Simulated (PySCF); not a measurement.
# Computed properties of SbF4, SMILES [F][Sb+]([F])([F])[F], charge +1

SbF4, SMILES [F][Sb+]([F])([F])[F], charge +1. Coordinates come from a B3LYP-D3(BJ)/def2-SVP optimisation. The multiplicity is an assumed one; other spin states were not compared. The isomer is the one that the SMILES or the coordinates give; other isomers of the formula were not compared. The def2 effective core potentials stand for the cores of Sb; spin–orbit coupling is left out. Other conformers were not sampled. All values are computed for the isolated molecule unless a solvent is named; none is compared with measurement here.

**Structure.** The optimised structure has Td symmetry. All 9 harmonic modes at B3LYP-D3(BJ)/def2-SVP (PySCF) are real, so it is a minimum. With heavy atoms numbered as in [Sb+:1]([F:2])([F:3])([F:4])[F:5], the shortest bond between them is Sb1–F2 at 1.866 Å and the longest Sb1–F5 at 1.866 Å.

**Vibrations.** The strongest infrared lines (harmonic, unscaled, degenerate partners summed) lie at 188 cm⁻¹ (112 km/mol, F 79 %, Sb 21 %), 742 cm⁻¹ (107 km/mol, F 82 %, Sb 18 %). The softest mode is at 145 cm⁻¹ and the zero-point energy is 5.4 kcal/mol.

**Electronic structure.** ωB97X/def2-TZVP (PySCF) places the frontier levels at -22.20 and -9.96 eV, a gap of 12.24 eV and a mean polarisability of 30.8 bohr³.

**Excitations.** TDDFT-B3LYP/def2-SVPD (PySCF) has S1 at 5.20 eV (238 nm, f = 0.000, dark); the most intense of the 10 singlets computed lies at 8.15 eV (f = 0.17). Strengths of degenerate partners are summed. T1 (TDA) is at 4.73 eV. No vertical singlet excitation falls in the visible range (under 3.1 eV).
